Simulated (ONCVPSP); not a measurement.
# As: one change to an ONCV potential, before and after

ONCVPSP 4.0.1 input, shortened (lines: element, Z, core and valence counts, functional; n l f; lmax; l rc ep ncon nbas qcut; lloc lpopt rc5 dvloc0; l nproj debl; icmod fcfact rcfact), LDA (Perdew-Zunger), scalar-relativistic:

```
  As 33.00    6    2        3      upf
    1    0    2.00
    2    0    2.00
    2    1    6.00
    3    0    2.00
    3    1    6.00
    3    2   10.00
    4    0    2.00
    4    1    3.00
    1
    0    1.50    0.00    4    8    4.80
    1    1.60    0.00    4    8    5.40
    4    5    1.05    0.00
    0    2    2.30
    1    2    3.40
    3    5.25    1.65
```

Change: s: debl 0.3. In the s channel the program set the typed energies aside and used -0.540, 0.250 Ha.

Cutoffs: the cutoffs (Ha) at which the residual kinetic energy of the hardest occupied pseudo-wave falls to 1 and 0.1 mHa per electron; they do not see the model core or the augmentation charge, which bear on the density cutoff. Errors are all-electron minus pseudo energies relative to the spin-unpolarised reference configuration.

**Question.** What does the change do?

**Answer.** The potential gets neither clearly harder nor softer (10 Ha and 17 Ha → 10 Ha and 17 Ha); the lowest positive-energy flag moves from s at 27.4 eV to s at 4.9 eV; the errors of the 4 common tests hardly move; the range in which the s phases agree widens (upper end 1.0 → at the end of the scan); neither file shows a bound ghost.

| quantity | base | changed |
| --- | --- | --- |
| cutoff, loose | 10 Ha | 10 Ha |
| cutoff, tight | 17 Ha | 17 Ha |
| bound ghosts | none | none |
| GHOST(+) flags under 300 eV | s at 27.4 eV, p at 161.5 eV | s at 4.9 eV, p at 161.5 eV |
| error for 4s2 4p2, meV [ΔE 9.33 eV] | -21 | -21 |
| error for 4s2 4p1, meV [ΔE 27.49 eV] | -136 | -137 |
| error for 4s2 4p0, meV [ΔE 55.53 eV] | -471 | -471 |
| error for 4s1 4p4, meV [ΔE 9.48 eV] | -8.0 | -8.0 |
| s: phases at 1.52 bohr within 0.05 rad from the reference energy up to (Ha; the scan ends near 5) | 1.0 | to the end of the scan |
| p: phases at 1.62 bohr within 0.05 rad from the reference energy up to (Ha; the scan ends near 5) | to the end of the scan | to the end of the scan |
| rms error of d²Exc/dni dnj with the model core, mHa | 3.42 | 3.42 |

Base: The cutoffs count occupied waves only; projector 2 of the p channel, the hardest unoccupied one, needs 81 Ha at the loose tolerance. Changed file: The cutoffs count occupied waves only; projector 2 of the p channel, the hardest unoccupied one, needs 81 Ha at the loose tolerance.
